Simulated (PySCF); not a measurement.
Field gradients at the hydrogen positions

Compound: C5H14OSi3.
Atom-mapped SMILES: `[SiH3:1][C@@H:2]1[CH2:3][CH2:4][C@@H:5]2[SiH2:6][O:7][SiH2:8][C@H:9]12` (hydrogens: H10, H11, H12 on Si1; H13 on C2; H14, H15 on C3; H16, H17 on C4; H18 on C5; H19, H20 on Si6; H21, H22 on Si8; H23 on C9)

Geometry (GFN2-xTB, Å), atoms numbered from 1 in this order:
```
atom  x, y, z in Å
Si1   -2.7619    0.7651    0.2836
C2    -1.2458   -0.0175   -0.5465
C3    -0.8871   -1.4129   -0.0341
C4     0.5666   -1.6512   -0.4816
C5     1.1198   -0.2811   -0.9310
Si6    2.8059    0.1736   -0.1612
O7     2.2632    0.9860    1.1537
Si8    0.6595    1.2836    1.3263
C9     0.0777    0.7372   -0.4122
H10   -2.5454    0.9016    1.7246
H11   -3.0146    2.0823   -0.3053
H12   -3.9245   -0.0969    0.0450
H13   -1.4605   -0.1094   -1.6210
H14   -1.5649   -2.1742   -0.4217
H15   -0.9505   -1.4350    1.0553
H16    0.6131   -2.3671   -1.3037
H17    1.1483   -2.0663    0.3430
H18    1.1301   -0.2543   -2.0250
H19    3.5801    1.1147   -0.9645
H20    3.5718   -0.9617    0.3374
H21    0.2148    0.4678    2.4510
H22    0.5285    2.7184    1.5541
H23    0.0712    1.6244   -1.0560
```

Level: PBE0/pcSseg-1 (PySCF, non-relativistic); Q(2H) = 0.00286 b; rigid geometry, the same for H and D, with no vibrational averaging.

Task: Rank these positions by the coupling χzz of a deuteron there, largest first.
A. H17 (methylene hydrogen)
B. H13 (methine hydrogen)
C. H20 (Si–H hydrogen)

Result: A (205 kHz), B (197 kHz), C (111 kHz).

Task: What are Vzz, η and χzz (234.96 MHz × Q × Vzz) at all hydrogens?

Result: 
| atom | bonded to | bond length (Å) | Vzz (au) | η | χzz (kHz) |
| --- | --- | --- | --- | --- | --- |
| H10 | Si1 | 1.464 | 0.1629 | 0.03 | 109 |
| H11 | Si1 | 1.465 | 0.1628 | 0.00 | 109 |
| H12 | Si1 | 1.467 | 0.1612 | 0.01 | 108 |
| H13 | C2 | 1.100 | 0.2930 | 0.01 | 197 |
| H14 | C3 | 1.091 | 0.3089 | 0.01 | 208 |
| H15 | C3 | 1.091 | 0.3030 | 0.02 | 204 |
| H16 | C4 | 1.091 | 0.3073 | 0.02 | 206 |
| H17 | C4 | 1.091 | 0.3044 | 0.03 | 205 |
| H18 | C5 | 1.094 | 0.3054 | 0.03 | 205 |
| H19 | Si6 | 1.460 | 0.1629 | 0.01 | 109 |
| H20 | Si6 | 1.457 | 0.1646 | 0.00 | 111 |
| H21 | Si8 | 1.459 | 0.1646 | 0.00 | 111 |
| H22 | Si8 | 1.459 | 0.1640 | 0.01 | 110 |
| H23 | C9 | 1.096 | 0.3020 | 0.02 | 203 |

Task: Average by the element that carries the hydrogen.

Result: on Si: 110 kHz over 7 positions, mean bond length 1.461 Å; on C: 204 kHz over 7 positions, mean bond length 1.093 Å.

Task: How does χzz go with the bond length over the 7 Si–H bonds?

Result: A straight-line fit has a slope of -2.0 kHz for each 0.01 Å, with a correlation coefficient of -0.90, over lengths from 1.457 to 1.467 Å. The longer bonds have the smaller couplings here.

Task: Give the 2H NMR doublet splittings at H20 for a magnetic field along the z, y and x axes of the gradient: 3χ/2, 3χ(1 + η)/4, 3χ(1 − η)/4.

Result: With |χ| = 110.6 kHz and η = 0.004: 166, 83 and 83 kHz, to first order and without motion.

One conformer (not necessarily the lowest) at the GFN2-xTB geometry, without solvent, vibrations or thermal averaging. GFN2-xTB bond lengths can be off by several hundredths of an ångström, more for odd bonds, and the gradients follow them. A larger basis could move these couplings by a tenth or more.
